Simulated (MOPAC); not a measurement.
A run for MOPAC: PM7 on F2H2Sn (SMILES [F][SnH2][F]), a point of a bond scan (R = 2.884 Å).

```
PM7 1SCF PRECISE CHARGE=0 THREADS=1
F2H2Sn

Sn    -0.03835508 1    -0.28075621 1     0.01283435 1
F      2.36265186 1     1.16616137 1    -0.66659632 1
F     -1.31675176 1     1.11365743 1     0.35794881 1
H      0.25534771 1    -1.05881308 1     1.49140543 1
H     -0.54767396 1    -1.08099264 1    -1.39358741 1
```

Output:

```
*******************************************************************************
 **                                                                           **
 **                              MOPAC v23.2.5                                **
 **                                                                           **
 *******************************************************************************
 ** MOPAC's Digital Object Identifier: https://doi.org/10.5281/zenodo.6511958 **
 **                                                                           **
 ** Please cite the open-source release paper for use of this MOPAC version:  **
 ** J. E. Moussa and J. J. P. Stewart (2026)                                  **
 ** MOPAC: An open-source semiempirical molecular orbital program             **
 ** J. Open Source Softw., 11(119), 8025, https://doi.org/10.21105/joss.08025 **
 *******************************************************************************

                              PM7 CALCULATION RESULTS

 *******************************************************************************
 *  PM7        - The PM7 Hamiltonian to be used
 *
 *
 *
 *                 CHARGE ON SYSTEM = 0
 *
 *
 *
 *  PRECISE    - TIGHTER CRITERIA TO BE USED
 *  1SCF       - DO 1 SCF AND THEN STOP
 *  THREADS=1  - MULTI-THREADING NOT USED
 *  T=         - A TIME OF 172800.0 SECONDS REQUESTED
 *  DUMP=N     - RESTART FILE WRITTEN EVERY 7200.0 SECONDS REQUESTED
 *******************************************************************************
PM7 1SCF PRECISE CHARGE=0 THREADS=1
 F2H2Sn

   ATOM   CHEMICAL          X               Y               Z
  NUMBER   SYMBOL      (ANGSTROMS)     (ANGSTROMS)     (ANGSTROMS)

     1      Sn         -0.03835508  *  -0.28075621  *   0.01283435  *
     2       F          2.36265186  *   1.16616137  *  -0.66659632  *
     3       F         -1.31675176  *   1.11365743  *   0.35794881  *
     4       H          0.25534771  *  -1.05881308  *   1.49140543  *
     5       H         -0.54767396  *  -1.08099264  *  -1.39358741  *



          CARTESIAN COORDINATES

    NO.       ATOM           X           Y           Z

     1        Sn         -0.0384     -0.2808      0.0128
     2         F          2.3627      1.1662     -0.6666
     3         F         -1.3168      1.1137      0.3579
     4         H          0.2553     -1.0588      1.4914
     5         H         -0.5477     -1.0810     -1.3936

 General Reference for PM7:
 "Optimization of Parameters for Semiempirical Methods VI: More Modifications to the
 NDDO Approximations and Re-optimization of Parameters", J. J. P. Stewart, J. Mol. Mod., 1:32, 19 (2013)
 https://link.springer.com/article/10.1007/s00894-012-1667-x

           Empirical Formula: H2 Sn F2  =     5 atoms



      MOLECULAR POINT GROUP   :   Cs


      RHF CALCULATION, NO. OF DOUBLY OCCUPIED LEVELS = 10


 -------------------------------------------------------------------------------
 PM7 1SCF PRECISE CHARGE=0 THREADS=1
 F2H2Sn



     1SCF WAS SPECIFIED, SO BFGS WAS NOT USED
     SCF FIELD WAS ACHIEVED


                              PM7 CALCULATION
                                                       MOPAC v23.2.5 Linux




          FINAL HEAT OF FORMATION =        -44.32915 KCAL/MOL =    -185.47317 KJ/MOL


          COSMO AREA              =        108.46 SQUARE ANGSTROMS
          COSMO VOLUME            =         94.02 CUBIC ANGSTROMS

          IONIZATION POTENTIAL    =          9.649027 EV
          HOMO LUMO ENERGIES (EV) =         -9.649 -0.830
          NO. OF FILLED LEVELS    =         10
          MOLECULAR WEIGHT        =        158.7026         POINT GROUP:  Cs

          MOLECULAR DIMENSIONS (Angstroms)

            Atom       Atom       Distance
            F     3    F     2     3.81975
            H     4    H     5     2.99475
            H     5    F     2     2.20005


          SCF CALCULATIONS        =          1





   ATOM   CHEMICAL          X               Y               Z
  NUMBER   SYMBOL      (ANGSTROMS)     (ANGSTROMS)     (ANGSTROMS)

     1      Sn         -0.03835508  *  -0.28075621  *   0.01283435  *
     2       F          2.36265186  *   1.16616137  *  -0.66659632  *
     3       F         -1.31675176  *   1.11365743  *   0.35794881  *
     4       H          0.25534771  *  -1.05881308  *   1.49140543  *
     5       H         -0.54767396  *  -1.08099264  *  -1.39358741  *

                             CARTESIAN COORDINATES

   1   Sn       -0.038355080    -0.280756210     0.012834350
   2    F        2.362651860     1.166161370    -0.666596320
   3    F       -1.316751760     1.113657430     0.357948810
   4    H        0.255347710    -1.058813080     1.491405430
   5    H       -0.547673960    -1.080992640    -1.393587410


           Empirical Formula: H2 Sn F2  =     5 atoms



      MOLECULAR POINT GROUP   :   Cs


                  EIGENVALUES
 -37.97367 -31.92931 -16.16308 -15.29340 -14.82550 -14.20974 -14.18322 -10.24030
 -10.23774  -9.64903  -0.82992   0.85473   1.49600   3.07290


              NET ATOMIC CHARGES AND DIPOLE CONTRIBUTIONS

  ATOM NO.   TYPE          CHARGE      No. of ELECS.   s-Pop       p-Pop
    1         Sn           1.268330        2.7317     0.86606     1.86561
    2          F          -0.830657        7.8307     1.99857     5.83208
    3          F          -0.569020        7.5690     1.96234     5.60668
    4          H           0.065674        0.9343     0.93433
    5          H           0.065674        0.9343     0.93433
 DIPOLE           X         Y         Z       TOTAL
 POINT-CHG.    -6.154   -10.082     1.790    11.946
 HYBRID         0.789     2.862    -0.242     2.978
 SUM           -5.365    -7.220     1.549     9.128


          ATOMIC ORBITAL ELECTRON POPULATIONS

     Atom    s        px        py        pz
    1 Sn   0.86606   0.28972   0.60698   0.96891
    2  F   1.99857   1.88363   1.95800   1.99045
    3  F   1.96234   1.81935   1.80764   1.97968
    4  H   0.93433
    5  H   0.93433

 **********************
 *                    *
 * JOB ENDED NORMALLY *
 *                    *
 **********************




 == MOPAC DONE ==
```

The run finished.

Cost: very roughly 0.020 core-seconds.
